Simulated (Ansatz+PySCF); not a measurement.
singlet ICl: levels of theory in one basis

```yaml
atoms:
  - { symbol: I, position_ang: [0.0000, 0.0000, -0.5723] }
  - { symbol: Cl, position_ang: [0.0000, 0.0000, 1.7844] }
```

Basis set: def2-SVP (spherical functions, with the set's core potentials past Kr). Frozen core: 9 orbitals. Charge 0, multiplicity 1.

Computed with Ansatz (development build ahead of 0.2.0); each method stands on the lowest determinant of its kind that the runs found. NEVPT2 correlates all electrons outside the core potentials. Active spaces start from the frontier orbitals, and the lowest solution found is given.

```json
{"method": "RHF", "E − E(RHF) (eV)": "0.00", "<S²> of the determinant": "0.00"}
{"method": "RHF-MP2", "E − E(RHF) (eV)": "-6.78", "<S²> of the determinant": "–"}
{"method": "RHF-CCSD(T)", "E − E(RHF) (eV)": "-7.54", "<S²> of the determinant": "–"}
{"method": "CASSCF(2,2)", "E − E(RHF) (eV)": "-0.51", "<S²> of the determinant": "–"}
{"method": "SC-NEVPT2(2,2)", "E − E(RHF) (eV)": "-7.51", "<S²> of the determinant": "–"}
```

What does RHF-CCSD give on the same scale?

-7.37 eV.

Is a single determinant a sound starting point here?

By this sign, yes. Unrestricted orbitals gain 0.00 eV and <S²> is 0.00 against 0.00 for a pure state. The CASSCF(2,2) natural occupations are 1.94, 0.06.

Caution for CASSCF(2,2), SC-NEVPT2(2,2): other starts end on other solutions of this active space.
